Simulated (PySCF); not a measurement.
wavenumber (cm⁻¹), absorption (km/mol per cm⁻¹) and a bar:
```
        0      0.002 
       11      0.002 
       23      0.002 
       34      0.002 
       46      0.002 
       57      0.002 
       68      0.003 
       80      0.003 
       91      0.003 
      103      0.004 
      114      0.004 
      125      0.005 
      137      0.007 
      148      0.010 
      160      0.019 
      171      0.053 
      183      0.071 
      194      0.090 #
      205      0.033 
      217      0.015 
      228      0.010 
      240      0.008 
      251      0.007 
      262      0.007 
      274      0.007 
      285      0.007 
      297      0.007 
      308      0.008 
      319      0.008 
      331      0.009 
      342      0.010 
      354      0.011 
      365      0.012 
      376      0.014 
      388      0.015 
      399      0.017 
      411      0.020 
      422      0.023 
      433      0.027 
      445      0.033 
      456      0.040 
      468      0.050 
      479      0.064 
      491      0.084 #
      502      0.117 #
      513      0.173 #
      525      0.279 ##
      536      0.521 ###
      548      1.247 ########
      559      4.290 ###########################
      570      4.799 ##############################
      582      1.369 #########
      593      0.556 ###
      605      0.293 ##
      616      0.179 #
      627      0.121 #
      639      0.087 #
      650      0.065 
      662      0.051 
      673      0.041
```

This is the computed harmonic infrared spectrum of singlet MoS₃, Lorentzian lines of 17 cm⁻¹ full width. Method: PBE0/[Mo def2-TZVP with ECP28, S def2-TZVP], scalar-relativistic core potentials, density fitting, no spin–orbit coupling, PySCF.

Problem. Which bands make it up, and how are they assigned?

Solution. In C3v symmetry, counting bands above 1 % of the strongest: 193 cm⁻¹ (e, bend, 2.0 km/mol); 565 cm⁻¹ (e, stretch, 175 km/mol).

Only a few start shapes were tried, so a lower isomer may exist.
